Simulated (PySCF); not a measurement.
Predicted microwave data (PBE0-D3(BJ)/def2-SVP geometry optimisation, gas phase (PySCF 2.14.0)) for one isomer of C2H7As:

| Item | Value |
| --- | --- |
| Rotational constants | A = 10781, B = 6438, C = 4418 MHz |
| Dipole components | \|μa\| = 0.00 D, \|μb\| = 1.04 D, \|μc\| = 0.26 D |
| Inertial defect | -10.97 u·Å² |
| κ | -0.36 |

Question: Which candidate fits, each taken in the one conformer that was computed?
A. AsH2Et (`[H][As]([H])CC`)
B. dimethylarsine (`C[AsH]C`)
C. `[CH3:1][CH2:2][AsH2:3]` with C1–C2–As3–H -45° and 47°

Answer: B. It is C[AsH]C, an asymmetric top, point group Cs. The candidates at the same level (rigid rotor, commonest isotopes):

```json
{"SMILES": "C[AsH]C", "A (MHz)": "10781", "B (MHz)": "6438", "C (MHz)": "4418", "μa (D)": "0.00", "μb (D)": "1.04", "μc (D)": "0.26", "Δ (u·Å²)": "-10.97", "point group": "Cs", "rotor": "asymmetric top"}
{"SMILES": "[H][As]([H])CC", "A (MHz)": "24097", "B (MHz)": "3611", "C (MHz)": "3366", "μa (D)": "0.90", "μb (D)": "0.53", "μc (D)": "0.33", "Δ (u·Å²)": "-10.78", "point group": "–", "rotor": "near-prolate asymmetric top"}
{"SMILES": "CC[AsH2]", "A (MHz)": "24642", "B (MHz)": "3520", "C (MHz)": "3304", "μa (D)": "1.09", "μb (D)": "0.00", "μc (D)": "0.00", "Δ (u·Å²)": "-11.15", "point group": "Cs", "rotor": "near-prolate asymmetric top"}
```

`CC[AsH2]` has A 129 % too high; `[H][As]([H])CC` has A 124 % too high. In the right answer the mirror of this Cs structure is the bc plane, so μa vanishes by symmetry. No structure here is proved a minimum.
